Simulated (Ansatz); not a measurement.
The cluster BiIO. Total charge 0; singlet. Geometry B3LYP-D4/def2-TZVP.

Cartesian coordinates in Å:
```
Bi -1.340 1.614 0.479
O 0.541 -1.578 -0.732
I 0.799 -0.036 0.253
```

In the def2 sets Bi, I take a core potential; there is no spin–orbit coupling. The restricted singlet is unstable towards broken spin symmetry in Hartree–Fock (as tested in another run); at PBE-D4/def2-TZVP, r2SCAN-D4/def2-TZVP, PBE0-D4/def2-TZVP, BHLYP-D4/def2-TZVP and others this wasn't settled. Another isomer (singlet) lies 3.05 eV lower at PBE0-D4/def2-TZVP; other spin states weren't run for this one.

(1) Estimate the orbital energies around the gap (eV) in Ansatz with PBE-D4/def2-TZVP, r2SCAN-D4/def2-TZVP, PBE0-D4/def2-TZVP, BHLYP-D4/def2-TZVP, CAM-B3LYP-D4/def2-TZVP.

Answers

(1) 
| orbital | PBE-D4/def2-TZVP | r2SCAN-D4/def2-TZVP | PBE0-D4/def2-TZVP | BHLYP-D4/def2-TZVP | CAM-B3LYP-D4/def2-TZVP |
| --- | --- | --- | --- | --- | --- |
| HOMO−9 | -27.10 | -28.03 | -29.82 | -32.41 | -31.34 |
| HOMO−8 | -23.44 | -24.60 | -26.09 | -28.52 | -27.40 |
| HOMO−7 | -17.90 | -18.60 | -19.88 | -21.66 | -21.50 |
| HOMO−6 | -14.68 | -15.15 | -16.28 | -17.68 | -17.87 |
| HOMO−5 | -9.58 | -9.92 | -10.75 | -11.66 | -11.85 |
| HOMO−4 | -9.12 | -9.48 | -10.38 | -11.42 | -11.64 |
| HOMO−3 | -8.96 | -9.31 | -10.22 | -11.34 | -11.51 |
| HOMO−2 | -6.01 | -6.27 | -7.20 | -8.29 | -8.32 |
| HOMO−1 | -5.93 | -6.13 | -6.89 | -7.91 | -7.99 |
| HOMO | -4.91 | -5.13 | -5.85 | -6.70 | -7.04 |
| LUMO | -4.66 | -4.71 | -4.21 | -3.60 | -3.37 |
| LUMO+1 | -2.86 | -2.72 | -2.16 | -1.42 | -1.28 |
| LUMO+2 | -2.05 | -1.87 | -1.18 | -0.09 | -0.08 |
| LUMO+3 | 1.94 | 2.62 | 2.58 | 3.20 | 3.37 |
| LUMO+4 | 2.44 | 3.17 | 3.01 | 3.50 | 3.68 |
| LUMO+5 | 2.61 | 3.42 | 3.26 | 3.79 | 4.00 |
